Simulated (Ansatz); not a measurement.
`C[O][Au]` → Au• + C• + 3 H• + O•  (atomization)

Program: Ansatz. Geometries: PBE0-D4/def2-TZVP. ΔE: electronic, gas phase. CBS: MP2 limit from def2 TZ/QZ plus the TZ coupled-cluster correction, frozen cores. This one scheme is used for every species, atoms too. DFT in def2-TZVPP. No spin–orbit coupling; open shells (•) take unrestricted orbitals. Spin–orbit coupling would lower the free atoms: a little for C, O. Elements past krypton have def2 core potentials. For Au outer-core shells are correlated without core-valence functions, so the limit isn't a true one: a few kJ/mol of doubt a bond, and 10 to 20 or more in all where bonds break to atoms.

```
             level  ΔE (eV)  difference from CCSD(T)/CBS
         revPBE-D4    19.29                        -0.03
        r2SCANh-D4    19.12                        -0.20
        r2SCAN0-D4    18.71                        -0.61
           ωB97X-V    19.11                        -0.21
          PBE-QIDH    18.82                        -0.50
              BLYP    19.24                        -0.08
              PBE0    19.01                        -0.31
           r2SCANh    19.10                        -0.22
  CCSD(T)/def2-SVP    18.03                        -1.29
CCSD(T)/def2-TZVPP    18.69                        -0.63
       CCSD(T)/CBS    19.32                            0
```

Largest T1 diagnostic among the species: 0.033, so the coupled-cluster value is less sure than usual.

From BLYP to BHLYP (50 % exact exchange), in def2-TZVPP and without D4, ΔE moves by −1.27 eV: exact exchange takes away binding that semilocal exchange gives to molecules. In def2-TZVPP, CCSD(T) changes the Hartree–Fock value by +6.25 eV (the triples alone add +0.46 eV) and MP2 by +6.55 eV; breaking electron pairs costs correlation energy, which Hartree–Fock lacks. The D4 term adds +0.16 eV with B3LYP and +0.08 eV with PBE0; it sums over pairs of atoms, weighted by their polarisabilities, and B3LYP, whose exchange is more repulsive, gets the larger term.

B3LYP here is the variant with VWN-RPA as its local correlation; programs differ in this.

For atomizations the MP2-based limit and the directly extrapolated one differ by several kJ/mol either way, and by 10 to 25 for some Ge, Se and Sn compounds, so smaller differences from it don't rank the levels.
